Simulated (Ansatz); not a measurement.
The cluster Cd2O2. The state is a quintet with charge 0. Geometry PBE-D4/def2-TZVP; atoms count from 1.

Cartesian coordinates in Å:
```
Cd -0.5950 2.0938 0.1259
Cd 2.0870 -0.6302 0.0294
O -1.1936 -0.2773 -0.0615
O -0.2983 -1.1863 -0.0938
```

In the def2 sets Cd takes a core potential; there is no spin–orbit coupling. The structure holds 1 bond(s) between oxygen atoms. At PBE0-D4/def2-TZVP a triplet of charge 0 lies 3.65 eV below the quintet, each at its own geometry. Another isomer (singlet) lies 0.06 eV lower at r2SCAN-D4/def2-TZVP.

**Question.** Estimate the Mulliken populations from the PBE0/def2-TZVP orbitals of Ansatz.

**Answer.** 
```tsv
atom	charge (e)	spin (α − β)	d electrons
Cd1	0.17	1.27	10.01
Cd2	0.17	1.27	10.01
O3	-0.17	0.73	–
O4	-0.17	0.73	–
```
Mulliken values and Mayer orders depend strongly on the basis.

**Question.** Where does the spin sit?

**Answer.** Summed by element: Cd 2.54, O 1.46, of 4 unpaired in all. Largest on single atoms: Cd2 1.27, Cd1 1.27, O3 0.73.

**Question.** And the Mayer bond orders between bonded heavy atoms (over 0.3)?

**Answer.** Cd1–O3 0.34 (2.45 Å); Cd2–O4 0.34 (2.45 Å); O3–O4 1.41 (1.28 Å). Values over 0.3 also appear between atoms too far apart for a bond (Cd1–Cd2 0.59 at 3.82 Å); they arise where an orbital or an unpaired electron spreads over both atoms.
